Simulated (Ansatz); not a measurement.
Gas-phase electronic energies from Ansatz, PBE0-D4/def2-TZVP geometries. CCSD(T)/CBS adds triple-zeta CCSD(T) − MP2 to the extrapolated MP2 energy (def2 sets, frozen cores). This one scheme is used for every species. DFT in def2-TZVPP. One conformer a species, not always the lowest.

Reaction (hydrogenolysis of a C–C bond): `COC(=O)CCO` + H₂ → `COC(C)=O` + CH₃OH

```tsv
level	ΔE (eV)
ωB97X-V	-0.38
PBE0	-0.46
SCS-MP2/def2-TZVPP	-0.41
HF/def2-QZVPP	-0.65
```

(1) What does CCSD(T)/CBS give? (Estimate.)

Largest T1 diagnostic among the species: 0.014.

Answers

(1) Ansatz gave: -0.38 eV. The listed levels differ from it by 0.00, -0.08, -0.03, -0.27 eV.

The D4 term adds +0.12 eV with B3LYP and +0.07 eV with PBE0; it sums over pairs of atoms, weighted by their polarisabilities, and B3LYP, whose exchange is more repulsive, gets the larger term. In def2-TZVPP, CCSD(T) changes the Hartree–Fock value by +0.28 eV (the triples alone add +0.06 eV) and MP2 by +0.30 eV.

B3LYP here is the variant with VWN-RPA as its local correlation; programs differ in this.
